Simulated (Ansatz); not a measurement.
`[NH2][W]([NH2])(=[O])=[S]` + HCl → `[NH2][W](=[O])(=[S])[Cl]` + NH₃ at 400 K and 1 bar (ligand exchange at a W–N bond).

Program: Ansatz. Geometries: PBE0-D4/def2-TZVP. ΔE: electronic, gas phase. CCSD(T)/CBS is the MP2 limit (def2-TZVPP, def2-QZVPP) plus CCSD(T) − MP2 in def2-TZVPP, frozen cores. This one scheme is used for every species. Elements past krypton have def2 core potentials. For W outer-core shells are correlated without core-valence functions, which leaves a few kJ/mol of doubt a bond. One conformer a species, not always the lowest.

| species | CCSD(T)/CBS energy (Eh) | H − E (kJ/mol) | S (J/(mol·K)) |
| --- | --- | --- | --- |
| `[NH2][W]([NH2])(=[O])=[S]` | -651.88184 | 181.9 | 402.0 |
| HCl | -460.38127 | 29.6 | 195.4 |
| `[NH2][W](=[O])(=[S])[Cl]` | -1055.77782 | 116.1 | 391.4 |
| NH₃ | -56.50880 | 104.2 | 203.1 |

H − E and S are ideal-gas, rigid-rotor, harmonic terms from PBE0-D4/def2-TZVP, for one conformer and one mirror image of each species. 1 Eh = 2625.50 kJ/mol, R = 8.31446 J/(mol·K).

Problem. By hand: ΔE, ΔH, ΔS and ΔG.

Solution. ΔE = (-1055.77782) + (-56.50880) − (-651.88184) − (-460.38127) = -0.02351 Eh = -61.7 kJ/mol. Δ(H − E) = 116.1 + 104.2 − 181.9 − 29.6 = 8.8, so ΔH = -52.9 kJ/mol. ΔS = 391.4 + 203.1 − 402.0 − 195.4 = -2.9 J/(mol·K). ΔG = -52.9 − 400 × (-2.9)/1000 = -51.7 kJ/mol.

Problem. By hand: the equilibrium constant, and the temperature at which ΔG would vanish if ΔH and ΔS stayed fixed.

Solution. log₁₀ K = −ΔG/(RT ln 10) = 6.8. ΔG = 0 at ΔH/ΔS = 18241 K, far beyond where these terms or the molecules hold.

The number of gas molecules stays the same, so ΔS is small and ΔH decides. A doubt of 5 kJ/mol in ΔE shifts log₁₀ K by 0.7 here. Other conformers and mirror images would add mixing entropy, several J/(mol·K) or more a flexible species. These are equilibria of isolated gas molecules and say nothing of rates. Largest T1 diagnostic: 0.022 (customary marks: 0.02 for closed shells, 0.045 for open ones).
